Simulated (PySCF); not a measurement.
BeHISe. Atoms are numbered in the order given.

```xyz
4

Be    -0.0053    -0.4777     0.0000
I      0.0002     1.6930     0.0000
Se    -0.0418    -2.5088     0.0000
H      1.4289    -2.5164     0.0000
```
Charge 0, spin multiplicity 1.

Geometry: r2SCAN-D4/def2-TZVP. The def2 effective core potentials stand for the cores of I; spin–orbit coupling is left out. The values are those of a single conformer.

All values below come from r2SCAN-D4/def2-TZVP in PySCF.

Frequencies are harmonic and unscaled.

Computed vibrational spectrum:
```json
[
 {"mode": "1", "ν (cm⁻¹)": "164", "IR (km/mol)": "15.7", "moving atoms (share of kinetic energy)": "Be 84 %, H 12 %"},
 {"mode": "2", "ν (cm⁻¹)": "191", "IR (km/mol)": "10.6", "moving atoms (share of kinetic energy)": "Be 96 %"},
 {"mode": "3", "ν (cm⁻¹)": "191", "IR (km/mol)": "0.4", "moving atoms (share of kinetic energy)": "Se 59 %, I 40 %"},
 {"mode": "4", "ν (cm⁻¹)": "551", "IR (km/mol)": "0.7", "moving atoms (share of kinetic energy)": "H 86 %, Be 12 %"},
 {"mode": "5", "ν (cm⁻¹)": "898", "IR (km/mol)": "307.7", "moving atoms (share of kinetic energy)": "Be 95 %"},
 {"mode": "6", "ν (cm⁻¹)": "2415", "IR (km/mol)": "2.8", "moving atoms (share of kinetic energy)": "H 99 %"}
]
```
